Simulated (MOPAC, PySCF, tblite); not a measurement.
Dissociation curve of MgH, doublet.

Computed with: UKS-B3LYP/3-21G = unrestricted B3LYP/3-21G in PySCF; UKS-B3LYP/6-31G* = unrestricted B3LYP/6-31G*, spherical d in PySCF; PM7, unrestricted, heats of formation (MOPAC); GFN2-xTB, 300 K electronic temperature (tblite); PM6, unrestricted, heats of formation (MOPAC).

Energies are in kJ/mol, each relative to the lowest point of its own curve near equilibrium.

```csv
R / Å,UKS-B3LYP/3-21G,UKS-B3LYP/6-31G*,PM7,GFN2-xTB,PM6
1.30,146.2,140.2,215.1,118.5,240.7
1.40,79.2,73.7,102.8,61.0,121.2
1.48,43.8,39.6,47.2,34.4,60.6
1.56,20.7,17.8,15.1,18.0,23.6
1.64,7.2,5.6,1.3,8.2,4.7
1.68,3.2,2.3,0.0,5.0,0.7
1.74,0.3,0.0,3.7,1.9,0.0
1.77,0.0,0.0,7.7,0.9,1.7
1.85,2.1,2.7,24.1,0.0,11.4
1.90,5.3,6.0,37.8,0.4,20.5
1.98,12.4,13.3,63.6,2.2,37.9
2.17,35.3,36.0,133.1,9.8,81.6
2.39,63.8,64.1,197.1,26.2,114.7
2.62,89.2,89.0,—,48.1,131.8
2.91,111.1,111.0,—,79.8,142.1
3.10,120.2,120.3,—,101.9,145.7
3.46,129.8,130.4,—,143.5,149.2
3.81,133.8,134.7,—,180.5,150.5
4.29,136.1,136.7,—,220.3,151.1
4.75,137.2,137.4,—,245.0,151.2
5.24,137.8,137.8,—,260.2,151.2
6.03,138.3,138.0,—,271.4,151.2
6.95,138.4,138.1,—,275.9,151.2
```

At the longest distance, 6.95 Å, GFN2-xTB lies highest above its minimum (275.9 kJ/mol) and UKS-B3LYP/6-31G* lowest (138.1 kJ/mol).

Dashes: no converged value, or the column stops at the first point that the program doubted or that broke a chosen test of continuity, which isn't proof of a fault.
